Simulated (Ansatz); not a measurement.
Compare A (`CC1(Cl)CB1F`) with its isomer B (`FC1(Cl)CBC1`).

Program: Ansatz. Geometries: PBE0-D4/def2-TZVP. ΔE: electronic, gas phase. CCSD(T)/CBS adds triple-zeta CCSD(T) − MP2 to the extrapolated MP2 energy (def2 sets, frozen cores). DFT in def2-TZVPP. B3LYP here is the variant with VWN-RPA as its local correlation; programs differ in this.

**Question.** Which is lower in electronic energy at CCSD(T)/CBS, and by how much? (Estimate.)

**Answer.** The calculation gave: A, by 27.6 kcal/mol.

**Question.** Give E(B) − E(A) in kcal/mol with B3LYP-D4, B2PLYP, CCSD(T)/def2-TZVPP, PBE-D4, r2SCAN-D4, HF/def2-TZVPP, ωB97M-V. (An estimate is asked.)

**Answer.** The calculation gave: B3LYP-D4 29.0, B2PLYP 29.1, CCSD(T)/def2-TZVPP 27.5, PBE-D4 27.7, r2SCAN-D4 27.8, HF/def2-TZVPP 27.4, ωB97M-V 26.6. None reverses the order clearly.

Largest T1 diagnostic: 0.011.
